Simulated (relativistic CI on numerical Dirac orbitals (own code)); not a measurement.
Hyperfine structure of Ba XIX, mass number 137

Calculated at this level of theory: Dirac-Coulomb-Breit CI, separate exchange-only KLI orbitals for each configuration, a model potential for QED, unscaled Slater integrals (own radial code, finite nucleus).

CI space (outside the closed core [Ar] 3d10): 4s²4p⁶4d², 4s²4p⁵4d³, 4s²4p⁶4d4f, 4s4p⁶4d³, 4s²4p⁵4d²4f, 4s²4p⁶4d5s, 4s4p⁶4d²4f, 4s²4p⁶4d5p, 4s²4p⁶4f5s, 4s²4p⁶4d5d, 4s²4p⁶4f², 4s²4p⁵4f³, 4s4p⁶4f³, 4s²4p⁶4f5p, 4s²4p⁵4f²5p, 4s4p⁶4f²5p, 4s²4p⁶5s², 4s²4p⁵4f5s², 4s4p⁶4f5s². Double excitations out of closed p, d and f shells are left out; levels of such configurations are missing from the list, as are those of other unlisted configurations, and high levels can miss mixing partners.

Nuclear spin I = 3/2, μ = 0.9375 μN, Q = 0.236 b (tables of Stone and Pyykkö). The electronic factors are computed for point nuclear moments, without core polarisation or the Bohr-Weisskopf and QED corrections.

```json
{"Level": "4s²4p⁶4d² ³F2", "E (cm⁻¹)": "0", "A (MHz)": "4258", "B (MHz)": "287"}
{"Level": "4s²4p⁶4d² ³F3", "E (cm⁻¹)": "23084", "A (MHz)": "2498", "B (MHz)": "488"}
{"Level": "4s²4p⁶4d² ³F4", "E (cm⁻¹)": "40408", "A (MHz)": "2216", "B (MHz)": "1070"}
{"Level": "4s²4p⁶4d² ³P1", "E (cm⁻¹)": "48775", "A (MHz)": "-39.13", "B (MHz)": "486"}
{"Level": "4s²4p⁶4d² ¹G4", "E (cm⁻¹)": "70198", "A (MHz)": "2249", "B (MHz)": "2410"}
{"Level": "4s²4p⁶4d² ³P2", "E (cm⁻¹)": "75226", "A (MHz)": "1760", "B (MHz)": "-803"}
{"Level": "4s²4p⁵4d³ ⁵D°1", "E (cm⁻¹)": "717509", "A (MHz)": "7424", "B (MHz)": "3250"}
```

Levels with J = 0, under 50 % of one LS term, or S terms without an open s electron are left out. Small factors come from cancelling terms and can be off by tens of per cent or more.

At this charge energies of transitions that change n are usually good to better than 1 %, and those within a shell (Δn = 0) to a few per cent. Terms inside the open d or f shell come out 10 to 20 % too wide with unscaled integrals.

Problem. Give the hyperfine levels of 4s²4p⁶4d² ³F2 relative to its centre of gravity.

Solution. With K = F(F + 1) − I(I + 1) − J(J + 1), E = AK/2 + B[¾K(K + 1) − I(I + 1)J(J + 1)]/[2I(2I − 1)J(2J − 1)]: F = 1/2: -18910, F = 3/2: -12780, F = 5/2: -2309, F = 7/2: 12850 MHz.

LS names give the leading component of a level, which can be under half, so a name can repeat, a term be missing and a line seem to break the LS rules.
